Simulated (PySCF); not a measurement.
TDDFT excited states: C6H12O

Compound: 3,3-dimethylbutyraldehyde, C6H12O.
Structure used (GFN2-xTB), in Å, numbered top down from 1:
```xyz
19
C6H12O angstrom
C     -0.4576   -1.1128   -1.0212
C     -0.3190   -0.0790    0.0974
C     -1.1411   -0.5303    1.3091
C     -0.8271    1.2815   -0.3831
C      1.1523    0.0335    0.5316
C      2.1390    0.4886   -0.5016
O      1.9355    0.7464   -1.6537
H     -0.0899   -2.0840   -0.6952
H     -1.5015   -1.2210   -1.3057
H      0.1052   -0.8033   -1.8966
H     -2.1890   -0.6296    1.0368
H     -1.0670    0.1925    2.1191
H     -0.7932   -1.4939    1.6759
H     -0.2765    1.6040   -1.2618
H     -1.8814    1.2193   -0.6424
H     -0.7101    2.0328    0.3957
H      1.5075   -0.9370    0.8939
H      1.2397    0.7257    1.3752
H      3.1643    0.5759   -0.0810
```

Computed, not measured: PySCF, TDDFT PBE0/def2-SVPD, vertical, gas phase, core orbitals frozen in the response.

| state | E (eV) | λ (nm) | ν̃ (cm⁻¹) | f | \|μ\| (D) | main configurations (H = HOMO, L = LUMO) |
| --- | --- | --- | --- | --- | --- | --- |
| S1 | 4.29 | 288.8 | 34630 | 0.0002 | 0.11 | H→L (98%) |
| S2 | 6.81 | 182.1 | 54910 | 0.017 | 0.80 | H→L+1 (92%) |
| S3 | 7.20 | 172.2 | 58090 | 0.0004 | 0.12 | H-2→L (77%), H-3→L (21%) |
| S4 | 7.38 | 168.0 | 59510 | 0.0089 | 0.56 | H-1→L (99%) |
| S5 | 7.48 | 165.7 | 60340 | 0.0000 | 0.03 | H-3→L (76%), H-2→L (22%) |
| S6 | 7.57 | 163.9 | 61020 | 0.095 | 1.82 | H→L+2 (90%) |

Triplets, Tamm–Dancoff:

| state | E (eV) | λ (nm) | main configurations (H = HOMO, L = LUMO) |
| --- | --- | --- | --- |
| T1 | 3.67 | 338.1 | H→L (97%) |
| T2 | 6.04 | 205.2 | H-6→L (32%), H-4→L (26%), H-5→L (15%) |

The lowest singlet comes at 289 nm (414 kJ/mol) in the ultraviolet; it is dark (f under 0.0005); its leading configuration is HOMO→LUMO (98%). The strongest level in the table is S6 at 7.57 eV (164 nm, f = 0.095). It is the last of those listed, so stronger ones may follow. S1 has the pattern of n→π* at C=O. Orbital energies (eV): HOMO-3 -9.51, HOMO-2 -9.24, HOMO-1 -9.23, HOMO -7.36, LUMO -0.73, LUMO+1 0.51, LUMO+2 1.23. The oscillator strengths of these states sum to 0.121; summed over the whole spectrum of an exact calculation they would give the number of electrons, 56 (Thomas–Reiche–Kuhn). The listed states span 3.27 eV, and the widest gap between neighbours is 2.52 eV (S1 to S2). Only the lowest 6 singlets were computed, as vertical energies without vibronic structure.

One conformer stands for the species.
